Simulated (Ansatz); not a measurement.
Geometry optimisation, Ansatz, RKS r2SCAN-D4/def2-SVP.

Input:

```yaml
crystal:
  periodic: [false, false, false]
  atoms:
    - { symbol: B, position_ang: [0.022025, -0.582603, -0.460398] }
    - { symbol: F, position_ang: [0.010336, 0.16971, 1.945534] }
    - { symbol: Cl, position_ang: [1.52939, 0.184799, -0.864988] }
    - { symbol: Cl, position_ang: [-1.514024, 0.127381, -0.861301] }
    - { symbol: Cl, position_ang: [0.055104, -2.295036, 0.177164] }
    - { symbol: H, position_ang: [0.03447, -0.718951, 2.205589] }
basis:
  gaussian: { orbitals: def2-SVP }
hamiltonian:
  xc: r2scan
  dispersion: d4
relax:
  f_tol: 0.03
  max_steps: 50
```

Command:

```bash
$ ansatz run input.yaml --threads 2 --pin off --max-ram 3072MiB --backend cpu --events-out ev --progress --plain --runs-dir out
```

Question: Where does it end, and by what steps?

Answer: The run converged. After 6 steps the energy has fallen by 0.032 eV; F2 moved furthest, 0.07 Å.

```csv
step,energy less start (eV),largest force component (eV/Å),accepted
0,0.0000,0.933,yes
1,-0.0196,0.512,yes
2,-0.0074,0.398,no
3,-0.0281,0.312,yes
4,-0.0258,0.701,no
5,-0.0311,0.045,yes
6,-0.0317,0.028,yes
```

```xyz
6
Properties=species:S:1:pos:R:3
B 0.023 -0.606 -0.483
F 0.013 0.175 2.019
Cl 1.525 0.177 -0.891
Cl -1.510 0.119 -0.885
Cl 0.056 -2.245 0.182
H 0.030 -0.735 2.200
```

Whether the end is a true minimum wasn't checked by a vibrational analysis.

Time of the run: 20 s on 2 threads of Intel(R) Xeon(R) Platinum 8488C (Sapphire Rapids), with other jobs on the host, peak memory 0.17 GiB.
